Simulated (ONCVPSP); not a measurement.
# Nb: one change to an ONCV potential, before and after

ONCVPSP 4.0.1 input, shortened (lines: element, Z, core and valence counts, functional; n l f; lmax; l rc ep ncon nbas qcut; lloc lpopt rc5 dvloc0; l nproj debl; icmod fcfact rcfact), PBE, fully relativistic:

```
  Nb 41.00    7    3        4      upf
    1    0    2.00
    2    0    2.00
    2    1    6.00
    3    0    2.00
    3    1    6.00
    3    2   10.00
    4    0    2.00
    4    1    6.00
    4    2    3.00
    5    0    2.00
    3
    0    3.20    0.00    4    8    2.20
    1    1.50    0.00    3    6    7.40
    2    2.20    0.00    4    9    7.90
    3    2.65    0.45    4    8    4.60
    4    3    1.10    0.00
    0    2    1.00
    1    2    3.80
    2    3    2.10
    3    2    1.80
    0    0.00    0.00
```

Open shells are filled in proportion to 2j + 1.

Change: s: ncon 5, nbas 9.

Cutoffs: the cutoffs (Ha) at which the residual kinetic energy of the hardest occupied pseudo-wave falls to 1 and 0.1 mHa per electron; they do not see the model core or the augmentation charge, which bear on the density cutoff. Errors are all-electron minus pseudo energies relative to the spin-unpolarised reference configuration.

Problem. How do hardness, ghosts and transferability respond?

Solution. The potential gets neither clearly harder nor softer (20 Ha and 25 Ha → 20 Ha and 25 Ha); both files keep a bound ghost (s); of the 4 tests that both files solve, the error grows in 3 and shrinks in 1 by more than 15 % and 0.3 meV (median size 19.6 → 20.8 meV).

| quantity | base | changed |
| --- | --- | --- |
| cutoff, loose | 20 Ha | 20 Ha |
| cutoff, tight | 25 Ha | 25 Ha |
| loose cutoff by channel | s 2.4 Ha, p 20 Ha, d 17 Ha | s 2.6 Ha, p 20 Ha, d 17 Ha |
| bound ghosts | s | s |
| GHOST(+) flags under 300 eV | f7/2 at 83.3 eV, f5/2 at 83.5 eV | f7/2 at 83.3 eV, f5/2 at 83.5 eV |
| error for 4p6 4d4 5s1, meV [ΔE 0.52 eV] | -22 | -28 |
| error for 4p6 4d4 5s0, meV [ΔE 7.16 eV] | -60 | -73 |
| error for 4p6 4d3 5s0, meV [ΔE 21.19 eV] | -17 | -13 |
| error for 4p5 4d4 5s1, meV [ΔE 40.30 eV] | +7.6 | +11 |
| s: phases at 3.24 bohr within 0.05 rad from the reference energy up to (Ha; the scan ends near 5) | n/a | n/a |
| p3/2: phases at 1.53 bohr within 0.05 rad from the reference energy up to (Ha; the scan ends near 5) | to the end of the scan | to the end of the scan |
| p1/2: phases at 1.53 bohr within 0.05 rad from the reference energy up to (Ha; the scan ends near 5) | to the end of the scan | to the end of the scan |
| d5/2: phases at 2.24 bohr within 0.05 rad from the reference energy up to (Ha; the scan ends near 5) | to the end of the scan | to the end of the scan |
| d3/2: phases at 2.24 bohr within 0.05 rad from the reference energy up to (Ha; the scan ends near 5) | to the end of the scan | to the end of the scan |
| f7/2: phases at 2.69 bohr within 0.05 rad from the reference energy up to (Ha; the scan ends near 5) | 2.4 | 2.4 |
| f5/2: phases at 2.69 bohr within 0.05 rad from the reference energy up to (Ha; the scan ends near 5) | 2.5 | 2.5 |

 A true bound ghost makes a file unfit for plane-wave use even where its test errors are small: the radial tests pick states by their node count and pass the ghost by.
